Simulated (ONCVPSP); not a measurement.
germanium, ONCV: configuration errors across variants

Ge, optimised norm-conserving Vanderbilt (ONCV), made with ONCVPSP 4.0.1 (Wu-Cohen, scalar-relativistic). Core [Ne] 3s2, reference 3p6 3d10 4s2 4p2. Waves: 4s: rc 1.80 bohr, ncon 4, nbas 7, qcut 3 1/bohr, 3 projectors, debl 4 Ha; 3p+4p: rc 1.15 bohr, ncon 4, nbas 7, qcut 14.4 1/bohr, 2 projectors; 3d: rc 0.65 bohr, ncon 3, nbas 7, qcut 16.1 1/bohr, 2 projectors, debl 2.6 Ha. Local part: polynomial inside 0.50 bohr (lpopt 4, dvloc0 0 Ha). Core correction: Teter function, fcfact 3.75, rcfact 1.2.

All-electron excitation energies from the reference (eV): (1) 3p6 3d10 4s2 4p1 7.462; (2) 3p6 3d10 4s2 4p0 22.943; (3) 3p6 3d10 4s1 4p0 57.800; (4) 3p6 3d10 4s0 4p4 16.264.

A true bound ghost makes a file unfit for plane-wave use even where its test errors are small: the radial tests pick states by their node count and pass the ghost by.

Errors AE − PS in meV (a dash: test not solved or not reliable):

```tsv
change	(1)	(2)	(3)	(4)	bound ghosts	GHOST(+) flags above zero
base	-0.6	-2.1	-13	-31	s	none
d: qcut 10.4	-0.7	-2.5	-13	-31	s	d
d: qcut 12.8	-0.6	-2.3	-13	-31	s	d
d: qcut 16.4	-0.6	-2.1	-13	-31	s	none
d: qcut 19.8	-0.6	-2.1	-14	-31	s	none
d: qcut 21.9	-0.6	-2.0	-14	-31	s	none
d: qcut 23.4	-0.6	-2.0	-14	-31	s	none
```

**Question.** Give the same row for: d: qcut 14.7.

**Answer.** -0.6, -2.2, -13, -31; bound ghosts: s; GHOST(+) flags above zero: none.
